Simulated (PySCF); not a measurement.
# The second ionisation energy along group 13

Calculated with PySCF 2.14 from differences of total energies of unrestricted determinants, without spin-orbit coupling. Values in eV. The last column holds reference values (NIST; (s) semi-empirical, (t) theoretical, else measured). Unmarked ones compare directly (S terms, centres of terms, or small fine structure); those marked * lie between the lowest fine-structure levels and include a spin-orbit shift.

```tsv
element	configurations	UHF	MP2 (valence)	CCSD (valence)	CCSD(T) (valence)	LDA	PBE	reference
B (aug-cc-pVDZ, non-relativistic)	[He] 2s2 → [He] 2s1	23.492	24.381	25.089	25.089	24.581	24.658	25.155
Al (aug-cc-pV(D+d)Z, non-relativistic)	[Ne] 3s2 → [Ne] 3s1	17.547	18.242	18.603	18.603	18.921	18.801	18.829
Ga (aug-cc-pVDZ-PP with ECP10MDF, ECP)	[Ar] 3d10 4s2 → [Ar] 3d10 4s1	18.762	19.396	19.725	19.725	21.100	20.695	20.515
In (aug-cc-pVDZ-PP with ECP28MDF, ECP)	[Kr] 4d10 5s2 → [Kr] 4d10 5s1	17.018	17.586	17.879	17.879	19.478	19.045	18.870
Tl (aug-cc-pVDZ-PP with ECP60MDF, ECP)	[Xe] 4f14 5d10 6s2 → [Xe] 4f14 5d10 6s1	18.372	18.844	19.068	19.068	20.950	20.491	20.428
```

```
           method  elements  mean error (eV)  mean absolute error (eV)  largest error (eV)
              UHF         5           -1.721                     1.721              -2.057
    MP2 (valence)         5           -1.070                     1.070              -1.584
   CCSD (valence)         5           -0.687                     0.687              -1.360
CCSD(T) (valence)         5           -0.687                     0.687              -1.360
              LDA         5            0.247                     0.476               0.607
              PBE         5           -0.021                     0.188              -0.496
```

Errors include the incompleteness of the basis and the frozen core.

"Valence" correlates the outer s and p shells and, in groups 3 to 12 and the f block, the outer d or f shell, open or full, or the next shell where the ion has no valence electron left; the wider scheme adds the next inner shell.
